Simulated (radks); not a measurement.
Values are calculated unless marked as measured or tabulated.
The mean radii <r> (bohr) of the occupied orbitals of an atom or ion are listed with their occupations. Code: a radial shooting solver on a logarithmic mesh with Libxc functionals. Model: scalar-relativistic Kohn-Sham, Wu-Cohen GGA, spin-unpolarised, spherical densities, finite nucleus; Fermi nuclear charge, rms radius of each element as measured or else 0.836 A^(1/3) + 0.57 fm.

| orbital | occ. | <r> |
|---|---|---|
| 1s | 2 | 0.1567 |
| 2s | 1 | 0.6883 |

Name the element and its charge.

Answer. Z = 10, neon, charge +7: Ne7+ in [He] 2s1. The 1s radius gives Z: for a bare nucleus <r> = (2 gamma + 1)/(2Z) with gamma = sqrt(1 - (Z/c)^2), 0.1497 bohr for Z = 10, and screening makes it slightly larger (0.1567 here). The occupations add up to 3, and the charge is Z minus that.
